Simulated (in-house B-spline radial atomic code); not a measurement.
How numerical settings move a run on neutral iodine, [Kr] 4d10 5s2 5p5. Computed with an all-electron radial atomic-structure program (B-spline basis): scalar-relativistic (X2C) BLYP, spin-polarised, spherical fractional occupations, Fermi nucleus of rms radius 4.75 fm.

Command:
```bash
python run_scf.py task.json out
```
Settings of the sound reference run:
```
Z                53
electrons        53
configuration    [Kr] 4d10 5s2 5p5
hamiltonian      x2c
method           b88,lyp
spin_polarised   True
nucleus          fermi
rms_radius       4.75
mass_number      127
atomic_mass      126.9045
speed_of_light   137.036
knot_spacing     0.22
spline_order     8
gauss_points     12
box_radius       50
max_iterations   70
damping          0.5
damped_steps     3
diis_vectors     10
tolerance        1e-08
start            Thomas-Fermi
```

Run time, properties included: 0.49 s on 1 thread of Arm Neoverse N1, with other jobs on the host.

It converges in 10 iterations to -7115.922431 hartree, with 5p down at -6.62475 eV. The other runs change the listed settings, some to values that make no sense; their results aren't properties of the atom or ion. Radii are in bohr (the nuclear one in fm), a minus after a letter asks for a j subshell, and «unchanged» means within 1e-8 hartree. The run stops when the residual is below 10 × tolerance × max(1, Z/10), or a noise floor if that is larger, and the energy moves by less than 1e-8 × √|E| hartree; so very loose and very tight tolerances often act alike.

```tsv
changed settings	outcome
box_radius = 15	converged in 10 iterations, energy -4.89e-08 hartree from the reference, 5p down level +1.4e-05 eV (the program warns: 5p down reaches the box edge)
first_knot = 0.0189	converged in 10 iterations, energy +5.70e-01 hartree from the reference, 5p down level -3.8e-04 eV
knot_spacing = 2, gauss_points = 6, box_radius = 7.5, max_iterations = 75	converged in 10 iterations, energy +7.98e+01 hartree from the reference, 5p down level -4.1e-01 eV (the program warns: 5p down reaches the box edge; 2p up reaches the box edge)
first_knot = 1.89e-05	converged in 10 iterations, energy -4.73e-07 hartree from the reference
electrons = 56, configuration = [Kr] 4d10 5s2 5p5 6s3, max_iterations = 60	stopped with error: shell 6s holds at most 1 electrons (per spin)
box_radius = 5	converged in 9 iterations, energy +1.13e-01 hartree from the reference, 5p down level +2.2e+00 eV (the program warns: 5p down reaches the box edge; 4d up reaches the box edge)
first_knot = 0.000189	converged in 10 iterations, energy +2.01e-04 hartree from the reference, 5p down level -1.5e-06 eV
box_radius = 2	converged in 9 iterations, energy +1.85e+01 hartree from the reference, 5p down level +1.0e+02 eV (the program warns: 5p down has a positive eigenvalue: unbound, held by the box; 4d up has a positive eigenvalue: unbound, held by the box)
diis_vectors = 2	converged in 13 iterations, energy unchanged, 5p down level +3.7e-05 eV
first_knot = 0.0566	converged in 10 iterations, energy +6.31e+00 hartree from the reference, 5p down level -3.9e-03 eV
box_radius = 100	converged in 10 iterations, energy +2.42e-07 hartree from the reference, 5p down level +1.3e-06 eV
first_knot = 0.00189	converged in 10 iterations, energy -4.30e-03 hartree from the reference, 5p down level +3.6e-06 eV
knot_spacing = 1, gauss_points = 16, box_radius = 5, max_iterations = 100	converged in 9 iterations, energy +2.15e+01 hartree from the reference, 5p down level +2.2e+00 eV (the program warns: 5p down reaches the box edge; 1s up reaches the box edge)
hamiltonian = dirac, method = hf	stopped with error: spin polarisation is not served with the Dirac Hamiltonian
first_knot = 0.00566	converged in 10 iterations, energy -1.47e-01 hartree from the reference, 5p down level +1.0e-04 eV
diis_vectors = 1	not converged after 70 iterations, last residual 2.6e-01, last energy +3.28e+00 hartree from the reference
electrons = 54, configuration = [Kr] 4d10 5s2 5p5 6s-1, max_iterations = 75	stopped with error: j subshells need the Dirac Hamiltonian and l > 0
max_iterations = 100, diis_vectors = 20, tolerance = 1e-10	converged in 10 iterations, energy unchanged
```

Task: What happens with box_radius = 3?

Result: Converged in 9 iterations, energy +2.60e+00 hartree from the reference, 5p down level +2.2e+01 eV (the program warns: 5p down has a positive eigenvalue: unbound, held by the box; 5s up has a positive eigenvalue: unbound, held by the box).

Task: What happens with first_knot = 1.89e-06?

Result: Converged in 10 iterations, energy +1.01e-05 hartree from the reference, 5p down level -4.0e-06 eV.

Task: What happens with box_radius = 25?

Result: Converged in 10 iterations, energy +1.71e-07 hartree from the reference, 5p down level +6.3e-07 eV.

Task: What happens with diis_vectors = 4?

Result: Converged in 10 iterations, energy unchanged, 5p down level -1.7e-05 eV.
